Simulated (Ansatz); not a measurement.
Ideal-gas functions of Cl2FSV (`[F][V](=[S])([Cl])[Cl]`) at 400 K and 1 bar, from an Ansatz frequency run at PBE0-D4/def2-TZVP.

Molar mass 172.92 g/mol, point group Cs (symmetry number 1), electronic degeneracy 1, moments of inertia 275.818, 311.92, 393.768 u Å². Harmonic wavenumbers (cm⁻¹, unscaled): 133, 163, 176, 189, 229, 443, 512, 659, 788.

Use S(trans) = R[1.5 ln M + 2.5 ln T − 1.1517]; rotational temperatures θ = 24.2544 K / I; S(rot) = R[ln(√π/σ · √(T³/θAθBθC)) + 1.5]; for each mode x = 1.438777 ν̃/T, S = R[x/(eˣ − 1) − ln(1 − e⁻ˣ)] and H = RT x/(eˣ − 1); 1 cm⁻¹ = 0.0119627 kJ/mol; R = 8.31446 J/(mol·K).

Task: By hand: the entropy, in J/(mol·K).

Result: Translation 179.2. Rotation: θ = 0.0879, 0.0778, 0.0616 K, giving 124.3. Vibration, mode by mode: 14.52, 12.87, 12.25, 11.68, 10.16, 5.27, 4.32, 2.85, 1.97, in all 75.9. Electronic 0.0. Sum 379.4 J/(mol·K).

Task: By hand: H − E and G − E in kJ/mol, counted from the electronic energy.

Result: Zero-point energy ½ × 3292 × 0.0119627 = 19.7; thermal vibration 15.8; translation, rotation and pV give 4 RT = 13.3. H − E = 48.8 kJ/mol, and G − E = 48.8 − 400 × 379.4/1000 = -103.0 kJ/mol.

Vibration gives 20 % of the entropy, 14.5 J/(mol·K) of it from the mode under 150 cm⁻¹: soft modes count most, and the harmonic formula is weakest for them.
